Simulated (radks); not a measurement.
Spherical quantum dot in the effective-mass picture: electrons in a parabolic well V = omega^2 r^2 / 2 with omega = 1.68, with a point charge +1 (a donor) at the centre, all in effective atomic units (hartree* = m*/eps^2 hartree, bohr* = eps/m* bohr), one dielectric constant everywhere. Method: non-relativistic Kohn-Sham, exchange-only LDA, spin-polarised, spherical densities; computed with a radial shooting solver with Libxc functionals. Levels are named by radial order and angular momentum (1s, 1p, 1d, 2s, ...), and open shells are averaged over m. Results are scaled to m* = 0.462 and eps = 15.6, for which hartree* = 51.66 meV and bohr* = 1.787 nm.

N = 18, configuration 1s2 1p6 1d(up 5, down 3) 2s2. This is the lowest configuration that the search found. Occupied and some empty levels:

| level | occupation | eigenvalue (meV) | <r> (nm) |
|---|---|---|---|
| 1s up | 1 | 659.38 | 1.854 |
| 1s down | 1 | 661.16 | 1.838 |
| 1p up | 3 | 718.72 | 2.606 |
| 1p down | 3 | 721.37 | 2.601 |
| 2s up | 1 | 767.02 | 2.631 |
| 2s down | 1 | 768.95 | 2.641 |
| 1d up | 5 | 774.01 | 3.039 |
| 1d down | 3 | 776.82 | 3.041 |
| 1f up | 0 | 832.57 | 3.372 |
| 1f down | 0 | 835.29 | 3.378 |
| 2p up | 0 | 842.06 | 3.019 |
| 2p down | 0 | 843.92 | 3.022 |
| 1g up | 0 | 894.63 | 3.655 |
| 1g down | 0 | 897.15 | 3.662 |

Energy (meV): total 8632.07, kinetic 1572.6, external 2645.5, Hartree 4910.8, exchange-correlation -496.90.
